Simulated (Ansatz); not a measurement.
Worked example: vertical ionisation energy of SeF2 (SMILES F[Se]F)

The species is SeF2 (3 atoms), meant as a singlet with charge 0. SMILES: `F[Se]F`. The shape comes from GFN2-xTB, which is rough for such elements, and wasn't checked as a minimum.

| atom | x (Å) | y (Å) | z (Å) |
| --- | --- | --- | --- |
| Se | 0.0046 | -0.0079 | -0.8095 |
| F | 1.3167 | -0.0187 | 0.4137 |
| F | -1.3212 | 0.0266 | 0.3958 |

Both states at this one shape; open shells run unrestricted unless said. 1 Eh = 27.2114 eV.

| level | program | singlet SeF2 (Eh) | doublet [SeF2]+ (Eh) |
| --- | --- | --- | --- |
| r2SCAN/STO-3G | Ansatz | -2571.618903 | -2571.369479 |
| CAM-B3LYP/STO-3G | Ansatz | -2571.567122 | -2571.300769 |

Task: Work out the vertical ionisation energy at each level.

Result: 
1. r2SCAN/STO-3G: -2571.369479 − (-2571.618903) = 0.249424 Eh = 6.79 eV.
2. CAM-B3LYP/STO-3G: -2571.300769 − (-2571.567122) = 0.266353 Eh = 7.25 eV.

No measured value is set beside it here; the levels span 6.79 to 7.25 eV. Minimal sets are far from the basis-set limit. All-electron rows are non-relativistic unless named.
